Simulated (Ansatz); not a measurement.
SnH2(NHEt)2 (C4H14N2Sn). The state is a singlet with charge 0. Geometry PBE-D4/def2-SVP, basis def2-TZVP, Ansatz.

```
run  HOMO (eV)  LUMO (eV)
  A      -5.03      -0.77
  B      -6.35       0.07
  C      -7.60       0.79
  D      -5.28      -0.44
  E      -9.61       2.75
  F      -5.95      -0.30
```

In the def2 sets Sn takes a core potential; there is no spin–orbit coupling. HSE06 is defined as in plane-wave codes, on full-range PBE exchange.

Q: The runs used BHLYP, HF, HSE06, PBE, PBE0, r2SCAN. Estimate which is which.

A: A PBE (0 % exact exchange); B PBE0 (25 % exact exchange); C BHLYP (50 % exact exchange); D r2SCAN (0 % exact exchange); E HF (100 % exact exchange); F HSE06 (range-separated). Exact exchange lowers occupied and raises empty levels; among semilocal functionals meta-GGAs tend to open the gap a little, and such runs are hard to tell apart. The gap grows from 4.27 eV (PBE) to 12.36 eV (HF).
